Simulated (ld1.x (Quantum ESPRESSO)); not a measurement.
**boron: excitation energies, all-electron against TM**

```json
{
 "Element": "boron (B)",
 "Generator": "ld1.x (Quantum ESPRESSO) 7.5",
 "Type": "norm-conserving Troullier–Martins (Kleinman–Bylander form)",
 "Functional": "BLYP",
 "Relativity": "non-relativistic",
 "Frozen core": "[He]",
 "Valence charge": "3",
 "Reference configuration": "2s2 2p1",
 "Partial waves": "2p (bound): rc 3.70 bohr; 3d channel at 0.25 Ry: rc 3.25 bohr; 2s (bound): rc 1.15 bohr",
 "Local potential": "the s channel",
 "Core correction": "Bessel-smoothed model core inside 1.15 bohr"
}
```

Energies are relative to the spin-unpolarised reference configuration 2s2 2p1; without spin polarisation the order of configurations can differ from experiment.

```
valence configuration  charge  ΔE all-electron (eV)  error AE − PS (meV)
              2s2 2p0      +1                 8.175                 +197
            2s2 2p0.5    +0.5                 2.858                  +31
            2s2 2p1.3    -0.3                -0.717                 +3.3
              2s1 2p1      +1                14.220                  -89
              2s0 2p3       0                11.584                 -131
              2s1 2p2       0                 5.777                  -35
```

**Question.** What are ΔE and the potential's error for 2s1 2p0?

**Answer.** ΔE = 33.518 eV all-electron; the error (AE − PS) is +593 meV.
